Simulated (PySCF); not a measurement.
## Bond length, frequency and bond energy of CsN⁺ by level of theory

State: ⁴Σ⁻ (quartet), unpaired electrons σ ↑, π ↑↑. Set-up: Cs def2-SVPD with ECP46, N def2-SVPD; scalar-relativistic core potentials (PySCF 2.14). De refers to Cs⁺ + N in their high-spin ground configurations, without counterpoise correction. The functionals are run spin-unrestricted. A positive dipole points towards N; it is taken about the centre of mass and depends on that origin.

```tsv
Level	Re (Å)	ωe (cm⁻¹)	De (eV)	μ (D)
UHF	3.754	54.3	0.045	-1.31
UHF-MP2	3.502	82.3	0.088	n/a
UHF-SCS-MP2	3.529	78.6	0.081	n/a
UHF-CCSD	3.493	84.2	0.092	n/a
UHF-CCSD(T)	3.484	85.6	0.095	n/a
PBE	3.454	82.9	0.116	-1.00
PBEsol	3.363	89.4	0.122	-0.94
r²SCAN	3.495	77.9	0.088	-1.08
PBE0	3.484	76.9	0.091	-1.07
M06-2X	3.306	106	0.105	-0.99
CAM-B3LYP	3.444	83.6	0.097	-1.05
B2PLYP	3.503	77.6	0.084	-1.12
```

The bond length runs from 3.306 Å (M06-2X) to 3.754 Å (UHF). De spans 0.05 eV (UHF, mean field) to 0.12 eV (PBEsol, GGA). Correlation at CCSD(T) changes the Hartree–Fock bond energy by +0.05 eV; the triples alone change it by +0.01 eV.

Correlated steps freeze 1 core orbital. The bond is weak. Basis-set superposition, not corrected here, can be much of De in a small basis, most of all at correlated wavefunction levels. These are scalar-relativistic numbers at best; spin–orbit coupling would shift them, the dissociation energy most. For an ion De counts to the pair picked by the measured ionisation energies or electron affinities, which need not be the lowest pair at this level. B2PLYP dipoles, levels and charges come from its SCF part alone. The state is the lowest determinant that a PBE0 search found; another state may lie lower at other levels.

The whole job (state search and all levels along the bond) took about 1.3 min on 1 thread of Oxide Virtual Turin-like (shared host), peak memory 0.59 GiB.
